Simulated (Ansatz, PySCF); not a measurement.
Species: SiCl2, net charge 0, triplet state. This is an excited triplet: at this geometry the singlet lies 2.12 eV lower at RI-MP2/CBS(aug-cc-pV(T+d)Z,aug-cc-pV(Q+d)Z)+[CCSD(T)-MP2]/aug-cc-pV(T+d)Z. SMILES: [Si](Cl)Cl
Geometry: optimised at B3LYP-D3(BJ)/def2-TZVP (Ansatz, a quantum-chemistry and plane-wave program).

Quantity: vertical singlet-triplet gap (E(singlet) - E(triplet); the singlet is one closed-shell determinant, which may describe it poorly; each state is the SCF solution reached for its spin; for the singlet the Hartree-Fock reference is unstable and T1 is 0.013), in kJ/mol. Correlated levels leave the core frozen unless marked. UHF or UKS for open shells. No spin-orbit coupling. Non-relativistic. Basis-set limits of correlation are two-point, X^-3; Hartree-Fock from the larger set. The bracket is a focal-point correction in the basis named.

```
level                                                                      program  vertical singlet-triplet gap (kJ/mol)
-------------------------------------------------------------------------  -------  -------------------------------------
r2SCAN/def2-TZVPD                                                           Ansatz                                 -161.2
M06-2X/def2-TZVPD                                                            PySCF                                 -189.3
CAM-B3LYP/def2-TZVPD                                                        Ansatz                                 -196.1
wB97X-V/def2-TZVPD                                                          Ansatz                                 -199.0
SCS-MP2/aug-cc-pV(T+d)Z                                                     Ansatz                                 -203.8
CCSD/aug-cc-pV(T+d)Z                                                        Ansatz                                 -193.2
RI-MP2/CBS(aug-cc-pV(T+d)Z,aug-cc-pV(Q+d)Z)+[CCSD(T)-MP2]/aug-cc-pV(T+d)Z   Ansatz                                 -204.2
```
